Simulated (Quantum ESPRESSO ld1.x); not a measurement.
Problem. The europium ion Eu16+, configuration [Kr] 4d10 4f1 (the NIST ground configuration). All-electron calculation, scalar-relativistic Kohn-Sham, LDA (Slater exchange, Perdew-Zunger correlation), spin-polarised, spherical densities, point nucleus; open shells are filled with parallel spins first. Program: ld1.x of Quantum ESPRESSO 7.5. Some entries of the table are withheld. Estimate them.

| orbital | occ. | eigenvalue (eV) | <1/r> (bohr^-1) | <r^2> (bohr^2) |
|---|---|---|---|---|
| 1s down | 1 | -48682.1 | 70.18 | 0.0006801 |
| 1s up | 1 | -48682.1 | 70.18 | 0.0006801 |
| 2s up | 1 | -8293.65 | 16.26 | 0.01070 |
| 2s down | 1 | -8293.63 | 16.26 | 0.01070 |
| 2p up | 3 | -7431.09 | 15.23 | 0.008599 |
| 2p down | 3 | -7431.07 | 15.23 | 0.008599 |
| 3s up | 1 | -2105.59 | 5.960 | 0.07120 |
| 3s down | 1 | -2104.96 | 5.962 | 0.07117 |
| 3p up | 3 | -1837.10 | 5.614 | 0.07125 |
| 3p down | 3 | -1836.48 | 5.615 | 0.07122 |
| 3d up | 5 | -1477.36 | 5.328 | 0.05992 |
| 3d down | 5 | -1476.87 | 5.330 | 0.05988 |
| 4s up | 1 | -687.865 | 2.582 | 0.3432 |
| 4s down | 1 | -686.632 | 2.581 | 0.3433 |
| 4p up | 3 | -596.696 | (1) | 0.3785 |
| 4p down | 3 | -595.490 | (2) | 0.3787 |
| 4d up | 5 | -469.332 | 2.169 | 0.4254 |
| 4d down | 5 | -468.152 | 2.168 | 0.4258 |
| 4f up | 1 | -328.306 | 1.858 | 0.4772 |
| 4f down | 0 | -327.098 | 1.857 | 0.4782 |

Solution. 
(1) 4p up <1/r> (bohr^-1): 2.399
(2) 4p down <1/r> (bohr^-1): 2.398
